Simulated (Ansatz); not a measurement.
A nudged elastic band was laid between two geometries of C₃H₆BFO (12 atoms, charge 0, multiplicity 1).

Level of theory: Ansatz 0.2.0, RKS BLYP/def2-SVP.

- movable images: 7
- climbing image: yes
- spring: 5.0 eV/Å²
- optimiser: quadratic models (default)
- start path: through a guess of the saddle point
- force threshold: 0.05 eV/Å
- iteration limit: 60
- end points: relaxed

First end point:

```xyz
12
Properties=species:S:1:pos:R:3
C 0.366 -2.132 0.186
B 0.514 -0.566 0.247
C -0.557 0.402 -0.282
F -1.710 -0.118 -0.848
C -0.534 1.774 -0.273
O 0.496 2.499 0.235
H -0.554 -2.495 -0.313
H 1.252 -2.587 -0.314
H 0.390 -2.544 1.222
H 1.509 -0.067 0.735
H -1.390 2.332 -0.695
H 0.295 3.448 0.134
```

Last end point:

```xyz
12
Properties=species:S:1:pos:R:3
C 0.376 -2.134 0.147
B 0.555 -0.570 0.106
C -0.614 0.407 -0.105
F -1.892 -0.102 -0.267
C -0.569 1.777 -0.156
O 0.577 2.492 -0.020
H 1.021 -2.608 -0.628
H 0.765 -2.534 1.112
H -0.664 -2.488 0.009
H 1.659 -0.080 0.244
H -1.506 2.343 -0.316
H 0.368 3.441 -0.093
```

**Question.** What changes between the two ends?

**Answer.** No bond is made or broken.  The two ends are copies of one structure, up to a mirror image or an exchange of like atoms.

**Question.** Give the energies along the band, and the barrier.

**Answer.** The run converged. The highest image is number 4 of 0 to 8, 2.5 kJ/mol above the ends, which have the same energy within 2 meV. A vibrational analysis at the climbing image gives one clearly imaginary mode, 119i cm⁻¹: a first-order saddle point.

```tsv
image	path coordinate (Å)	energy (kJ/mol)
0	0.00	0.0
1	0.41	0.3
2	0.83	1.1
3	1.24	2.1
4	1.66	2.5
5	2.06	1.8
6	2.46	0.8
7	2.86	0.2
8	3.26	0.0
```

**Question.** What is the geometry of the highest image?

**Answer.** 
```xyz
12
Properties=species:S:1:pos:R:3:forces:R:3
C 0.424 -2.121 0.141 0.00 -0.01 -0.01
B 0.619 -0.556 0.122 0.00 -0.01 0.02
C -0.572 0.387 -0.114 0.02 -0.01 0.03
F -1.823 -0.170 -0.319 -0.03 0.00 -0.01
C -0.578 1.759 -0.144 -0.01 0.01 -0.04
O 0.536 2.511 0.040 0.03 0.00 0.00
H 0.022 -2.459 -0.843 0.00 0.00 0.00
H 1.339 -2.702 0.360 0.00 0.00 0.00
H -0.366 -2.410 0.870 0.00 0.01 0.00
H 1.704 -0.039 0.291 0.00 0.01 0.00
H -1.529 2.291 -0.328 0.00 0.00 0.01
H 0.302 3.454 -0.043 -0.01 0.01 0.00
```

**Question.** What are the harmonic wavenumbers there?

**Answer.** 119i, 127, 153, 218, 256, 374, 432, 464, 569, 573, 719, 871, 887, 937, 948, 1096, 1153, 1206, 1252, 1272, 1371, 1386, 1395, 1636, 2540, 2930, 2977, 3045, 3049, 3702 cm⁻¹.

The run took 5.3 min on 2 threads of Arm Neoverse N1, with other jobs on the host, peak memory 0.15 GiB.
